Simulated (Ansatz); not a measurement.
This Ansatz (a first-principles code) input (CCSD(T)/6-311++G(3df,3pd)) gives -37.77917 Eh with 39 basis functions. A basis named .json is the Basis Set Exchange file of that set (core-valence sets with the plain set on hydrogen).

Ansatz 0.2 input:
```yaml
crystal:
  periodic: [false, false, false]
  atoms:
    - {symbol: C, position_ang: [0.00000000, 0.00000000, 0.00000000]}
basis:
  gaussian:
    orbitals: 6-311++G_3df_3pd_.json
magnetization: {spin_polarized: true, initial_magnetization: 2}
correlation: {method: ccsd_t, electrons: outside_noble_gas}
scf: {lower_state_search: full}
```

Change:
```diff
- orbitals: 6-311++G_3df_3pd_.json
+ orbitals: def2-SVPD
```

### Question
What does the run give now?

### Answer
-37.72197 Eh (CCSD(T)/def2-SVPD, 20 functions), a change of +57.20 mEh.
